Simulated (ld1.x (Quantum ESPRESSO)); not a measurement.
**LDA (PZ) PAW dataset for lead, scalar-relativistic all-electron reference.**

Input for ld1.x (Quantum ESPRESSO) 7.5:

```
&input
   title='Pb', zed=82., rel=1, dft='PZ', iswitch=3,
   config='[Xe] 4f14 5d10 6s2 6p2',
   nld=3, rlderiv=3.15, eminld=-4.0, emaxld=5.0, deld=0.02
 /
 &inputp
   pseudotype=3, lpaw=.true., tm=.true., lloc=-2, rcloc=2.10,
   nlcc=.true., new_core_ps=.true., rcore=1.55,
   which_augfun='GAUSS', rmatch_augfun=1.05,
   file_pseudopw='Pb.UPF', file_wfcaegen='ae.wfc', file_wfcncgen='nc.wfc', file_beta='beta', file_chi='chi', file_wfcusgen='us.wfc'
 /
6
6S  1  0   2.00   0.00  1.85  2.05  0.0
6S  1  0   0.00   0.70  1.85  2.05  0.0
6P  2  1   2.00   0.00  2.15  2.90  0.0
6P  2  1   0.00   2.05  2.15  2.90  0.0
5D  3  2  10.00   0.00  1.40  1.60  0.0
5D  3  2   0.00   0.35  1.40  1.60  0.0
 &test
   configts(1)='5d10 6s2 6p2'
 /
```

Command:

```bash
ld1.x < Pb.in > Pb.out
```

The program printed (shortened: banner, matrices, multipoles, cross overlaps and the repeated all-electron block are left out):

```
Program LD1 v.7.5
     --------------------------- All-electron run ----------------------------

     Pb
     scalar relativistic calculation

     atomic number is 82.00
     dft =PZ   lsd =0 sic =0 latt =0  beta=0.20 tr2=1.0E-14
     Exchange-correlation= PZ
                           (   1   1   0   0   0   0   0)
     mesh =1281 r(mesh) =  98.81810 a.u. xmin = -7.00 dx = 0.01250
     1 Ry =  13.60569312 eV, c = 137.03599908

     n l     nl                  e(Ry)          e(Ha)          e(eV)
     1 0     1S 1( 2.00)     -6472.9756     -3236.4878    -88069.3200
     2 0     2S 1( 2.00)     -1157.8566      -578.9283    -15753.4421
     2 1     2P 1( 6.00)      -993.4006      -496.7003    -13515.9043
     3 0     3S 1( 2.00)      -277.9193      -138.9597     -3781.2852
     3 1     3P 1( 6.00)      -230.7801      -115.3901     -3139.9233
     4 0     4S 1( 2.00)       -62.8655       -31.4328      -855.3293
     4 1     4P 1( 6.00)       -47.4160       -23.7080      -645.1274
     3 2     3D 1(10.00)      -182.6636       -91.3318     -2485.2643
     5 0     5S 1( 2.00)       -10.6149        -5.3074      -144.4228
     5 1     5P 1( 6.00)        -6.3177        -3.1589       -85.9569
     4 2     4D 1(10.00)       -29.5427       -14.7713      -401.9482
     4 3     4F 1(14.00)        -9.7944        -4.8972      -133.2591
     5 2     5D 1(10.00)        -1.5646        -0.7823       -21.2870
     6 0     6S 1( 2.00)        -0.9058        -0.4529       -12.3238
     6 1     6P 1( 2.00)        -0.2727        -0.1363        -3.7103

     final scf error:  6.7E-15 reached in  29 iterations

     Etot =  -41741.400205 Ry,  -20870.700103 Ha, -567920.681719 eV

     Ekin =   47183.676117 Ry,   23591.838058 Ha,  641966.617658 eV
     Encl = -104252.812133 Ry,  -52126.406066 Ha,-1418431.769088 eV
     Eh   =   16078.193904 Ry,    8039.096952 Ha,  218754.972225 eV
     Exc  =    -750.458093 Ry,    -375.229046 Ha,  -10210.502514 eV

     normalization and overlap integrals

     s(1S/1S) =  1.000000  <r> =   0.0161  <r2> =    0.0004  r(max) =   0.0099
     s(2S/2S) =  1.000000  <r> =   0.0676  <r2> =    0.0054  r(max) =   0.0575
     s(2P/2P) =  1.000000  <r> =   0.0615  <r2> =    0.0046  r(max) =   0.0476
     s(3S/3S) =  1.000000  <r> =   0.1746  <r2> =    0.0349  r(max) =   0.1622
     s(3P/3P) =  1.000000  <r> =   0.1766  <r2> =    0.0362  r(max) =   0.1622
     s(4S/4S) =  1.000000  <r> =   0.3845  <r2> =    0.1668  r(max) =   0.3609
     s(4P/4P) =  1.000000  <r> =   0.4103  <r2> =    0.1912  r(max) =   0.3842
     s(3D/3D) =  1.000000  <r> =   0.1600  <r2> =    0.0299  r(max) =   0.1311
     s(5S/5S) =  1.000000  <r> =   0.8524  <r2> =    0.8144  r(max) =   0.7833
     s(5P/5P) =  1.000000  <r> =   0.9763  <r2> =    1.0758  r(max) =   0.8766
     s(4D/4D) =  1.000000  <r> =   0.4312  <r2> =    0.2146  r(max) =   0.3890
     s(4F/4F) =  1.000000  <r> =   0.4539  <r2> =    0.2468  r(max) =   0.3476
     s(5D/5D) =  1.000000  <r> =   1.3067  <r2> =    1.9925  r(max) =   1.0707
     s(6S/6S) =  1.000000  <r> =   2.3044  <r2> =    6.0362  r(max) =   1.9509
     s(6P/6P) =  1.000000  <r> =   3.3422  <r2> =   13.0358  r(max) =   2.6334

     ------------------------ End of All-electron run ------------------------

     --------------------- Generating PAW atomic setup --------------------

      Generating local potential from pseudized AE potential:
      Matching radius rcloc =   2.1000
      Enforcing V''(0)=0 (lloc=-2)

      Local pseudo, rcloc= 2.103 Estimated cut-off energy=     7.34 Ry

      Computing core charge for nlcc:

       r > 1.56 : true rho core
      Core charge pseudized with two Bessel functions
      Integrated core pseudo-charge :   9.33
      Wfc-us  6S rcutus= 2.051  Estimated cut-off energy=    10.77 Ry
      Wfc-us  6S rcutus= 2.051  Estimated cut-off energy=    13.51 Ry
      Wfc-us  6P rcutus= 2.910  Estimated cut-off energy=     8.99 Ry
      Wfc-us  6P rcutus= 2.910  Estimated cut-off energy=    16.86 Ry
      Wfc-us  5D rcutus= 1.597  Estimated cut-off energy=    45.95 Ry
      Wfc-us  5D rcutus= 1.597  Estimated cut-off energy=    59.35 Ry

     Required augmentation: GAUSS   radius:    1.050000
     Message from routine us2paw:
     GAUSS augmentation functions are ususally harder than BESSEL; use BESSEL instead unless you have discontinuity in local potential

     Estimated PAW energy = -847.947302 Ryd

     ------------------- End of pseudopotential generation -------------------

     Computing logarithmic derivative in   3.15677
     Computing logarithmic derivative in   3.15677
     Computing the partial wave expansion
     R is outside the sphere for l=    0 j= 0.00
     R is outside the sphere for l=    0 j= 0.00
     R is outside the sphere for l=    1 j= 0.00
     R is outside the sphere for l=    1 j= 0.00
     R is outside the sphere for l=    2 j= 0.00
     R is outside the sphere for l=    2 j= 0.00

     ---------------------- Testing the pseudopotential ----------------------

     Pb
     scalar relativistic calculation

     atomic number is 82.00   valence charge is 14.00
     dft = SLA  PZ   NOGX NOGC   lsd =0 sic =0 latt =0  beta=0.20 tr2=1.0E-14
     mesh =1281 r(mesh) =  98.81810 xmin = -7.00 dx = 0.01250

     n l     nl             e AE (Ry)        e PS (Ry)    De AE-PS (Ry)
     3 2     5D   1(10.00)       -1.56456       -1.56457        0.00000
     1 0     6S   1( 2.00)       -0.90579       -0.90579        0.00000
     2 1     6P   1( 2.00)       -0.27270       -0.27270        0.00000

     eps = 1.8E-17  iter =  4

     Etot =  -41741.400205 Ry,  -20870.700103 Ha, -567920.681719 eV
     Etotps =  -847.947320 Ry,    -423.973660 Ha,  -11536.911019 eV

     Ekin =     261.011648 Ry,     130.505824 Ha,    3551.244384 eV
     Encl =    -465.458411 Ry,    -232.729206 Ha,   -6332.884302 eV
     Ehrt =     106.957529 Ry,      53.478764 Ha,    1455.231310 eV
     Ecxc =    -750.458085 Ry,    -375.229043 Ha,  -10210.502411 eV
     (Ecc =     -15.123566 Ry,      -7.561783 Ha,    -205.766598 eV)

     ---------------------- End of pseudopotential test ----------------------
```

Generation and configuration tests took about 1.4 s on one core of a shared server CPU.

Transferability test of the new file with ld1.x, input:

```
&input
   title='Pb', zed=82., rel=1, dft='PZ', iswitch=2,
   config='[Xe] 4f14 5d10 6s2 6p2'
 /
 &test
   file_pseudo='Pb.UPF', nconf=10,
   configts(1)='5d10 6s2 6p2',
   configts(2)='5d10 6s2 6p1',
   configts(3)='5d10 6s2 6p0',
   configts(4)='5d10 6s1 6p0',
   configts(5)='5d10 6s1 6p2',
   configts(6)='5d9 6s2 6p3',
   configts(7)='5d10 6s2 6p1.5',
   configts(8)='5d9 6s2 6p2',
   configts(9)='5d10 6s2 6p2', lsdts(9)=1,
   configts(10)='5d10 6s2 6p1', lsdts(10)=1
 /
```

```bash
ld1.x < Pb.test.in > Pb.test.out
```

Pseudopotential blocks of its output, shortened (energy terms left out):

```
     ---------------------- Testing the pseudopotential ----------------------

     n l     nl             e AE (Ry)        e PS (Ry)    De AE-PS (Ry)
     3 2     5D   1(10.00)       -1.56456       -1.56457        0.00000
     1 0     6S   1( 2.00)       -0.90579       -0.90579        0.00000
     2 1     6P   1( 2.00)       -0.27270       -0.27270        0.00000

     eps = 1.8E-17  iter =  4

     Etot =  -41741.400205 Ry,  -20870.700103 Ha, -567920.681719 eV
     Etotps =  -847.947320 Ry,    -423.973660 Ha,  -11536.911019 eV

     ---------------------- End of pseudopotential test ----------------------

          ---------------------- Testing the pseudopotential ----------------------

     n l     nl             e AE (Ry)        e PS (Ry)    De AE-PS (Ry)
     3 2     5D   1(10.00)       -2.13330       -2.13431        0.00101
     1 0     6S   1( 2.00)       -1.43999       -1.43990       -0.00009
     2 1     6P   1( 1.00)       -0.74626       -0.74583       -0.00043

     eps = 6.2E-15  iter =  9

     Etot =  -41740.898017 Ry,  -20870.449008 Ha, -567913.849094 eV
     Etotps =  -847.445084 Ry,    -423.722542 Ha,  -11530.077755 eV
     dEtot_ae =       0.502189 Ry
     dEtot_ps =       0.502236 Ry,   Delta E=      -0.000047 Ry

     ---------------------- End of pseudopotential test ----------------------

          ---------------------- Testing the pseudopotential ----------------------

     n l     nl             e AE (Ry)        e PS (Ry)    De AE-PS (Ry)
     3 2     5D   1(10.00)       -2.79799       -2.80055        0.00256
     1 0     6S   1( 2.00)       -2.04893       -2.04856       -0.00038
     2 1     6P   1( 0.00)       -1.28584       -1.28431       -0.00153

     eps = 3.8E-15  iter = 11

     Etot =  -41739.886521 Ry,  -20869.943261 Ha, -567900.086994 eV
     Etotps =  -846.434019 Ry,    -423.217010 Ha,  -11516.321517 eV
     dEtot_ae =       1.513684 Ry
     dEtot_ps =       1.513300 Ry,   Delta E=       0.000384 Ry

     ---------------------- End of pseudopotential test ----------------------

          ---------------------- Testing the pseudopotential ----------------------

     n l     nl             e AE (Ry)        e PS (Ry)    De AE-PS (Ry)
     3 2     5D   1(10.00)       -3.65181       -3.65668        0.00487
     1 0     6S   1( 1.00)       -2.79170       -2.79206        0.00036
     2 1     6P   1( 0.00)       -1.94238       -1.94087       -0.00151

     eps = 9.5E-16  iter = 12

     Etot =  -41737.470051 Ry,  -20868.735026 Ha, -567867.209247 eV
     Etotps =  -844.016757 Ry,    -422.008379 Ha,  -11483.432993 eV
     dEtot_ae =       3.930154 Ry
     dEtot_ps =       3.930562 Ry,   Delta E=      -0.000408 Ry

     ---------------------- End of pseudopotential test ----------------------

          ---------------------- Testing the pseudopotential ----------------------

     n l     nl             e AE (Ry)        e PS (Ry)    De AE-PS (Ry)
     3 2     5D   1(10.00)       -2.25919       -2.25949        0.00030
     1 0     6S   1( 1.00)       -1.52510       -1.52514        0.00004
     2 1     6P   1( 2.00)       -0.80767       -0.80770        0.00003

     eps = 1.6E-15  iter = 11

     Etot =  -41740.192550 Ry,  -20870.096275 Ha, -567904.250727 eV
     Etotps =  -846.739285 Ry,    -423.369642 Ha,  -11520.474863 eV
     dEtot_ae =       1.207656 Ry
     dEtot_ps =       1.208035 Ry,   Delta E=      -0.000380 Ry

     ---------------------- End of pseudopotential test ----------------------
```

The test run then stopped with an error in new_paw_hamiltonian: “negative rho”.
